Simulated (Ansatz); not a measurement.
One change: `[OH][GeH2][SiH2][SiH3]` becomes `C[SiH2][GeH2][OH]`.

Ansatz, PBE0-D4/def2-TZVP geometries, multiplicity 1. Each molecule was computed in one conformer, which needn't be the lowest.

Scalar relativity is left out up to krypton.

```tsv
property	`[OH][GeH2][SiH2][SiH3]`
size of the dipole moment (PBE/def2-TZVPP) / D	1.37
LUMO energy (PBE/def2-TZVPP) / eV	-1.44
HOMO–LUMO gap (B3LYP/def2-TZVPP) / eV	6.65
zero-point energy (PBE0-D4/def2-TZVP) / kJ/mol	186.8
LUMO energy (ωB97M-V/def2-TZVPP) / eV	1.08
HOMO energy (ωB97M-V/def2-TZVPP) / eV	-9.73
```

Q: What does the change do to each property? (Best estimate.)

A: Ansatz gave: 
| property | `C[SiH2][GeH2][OH]` | shift |
| --- | --- | --- |
| size of the dipole moment (PBE/def2-TZVPP) / D | 1.37 | 0.00 |
| LUMO energy (PBE/def2-TZVPP) / eV | -1.08 | 0.36 |
| HOMO–LUMO gap (B3LYP/def2-TZVPP) / eV | 6.82 | 0.17 |
| zero-point energy (PBE0-D4/def2-TZVP) / kJ/mol | 218.5 | 31.7 |
| LUMO energy (ωB97M-V/def2-TZVPP) / eV | 1.47 | 0.39 |
| HOMO energy (ωB97M-V/def2-TZVPP) / eV | -9.61 | 0.12 |

With PBE0 the HOMO rises by 0.18 eV and the LUMO rises by 0.39 eV, so the gap widens by about 0.21 eV. PBE moves the HOMO by 0.22 eV and ωB97M-V by 0.12 eV. Dipoles are sizes alone; their direction can turn.

B3LYP here is the variant with VWN-RPA as its local correlation; programs differ in this.
